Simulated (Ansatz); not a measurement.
`C#[C][ZnH]`. Total charge 0; spin multiplicity 1. All single points use the PBE0-D4/def2-TZVP geometry.

```xyz
5

C    -1.067    0.976    0.615
C    -0.245    0.226    0.139
Zn    1.033   -0.943   -0.597
H    -1.792    1.636    1.035
H     2.071   -1.894   -1.192
```

Q: What is the dipole moment at PBE/def2-TZVPP? (Estimate.)

A: The calculation gave: 0.12 D, with components (-0.08, 0.07, 0.05) D in this frame, pointing from negative to positive charge.

Q: And with r2SCAN, B3LYP, ωB97M-V? (An estimate is asked.)

A: Computed: r2SCAN 0.14 D, B3LYP 0.09 D, ωB97M-V 0.06 D.

Q: Give the Mulliken charges with PBE, B3LYP, ωB97M-V in def2-TZVPP. (An estimate is asked.)

A: Ansatz gave: 
```tsv
atom	PBE	B3LYP	ωB97M-V
C1	0.25	0.29	0.18
C2	-0.52	-0.66	-0.61
Zn3	0.14	0.23	0.26
H4	0.20	0.24	0.22
H5	-0.07	-0.10	-0.06
```

B3LYP here is the variant with VWN-RPA as its local correlation; programs differ in this.
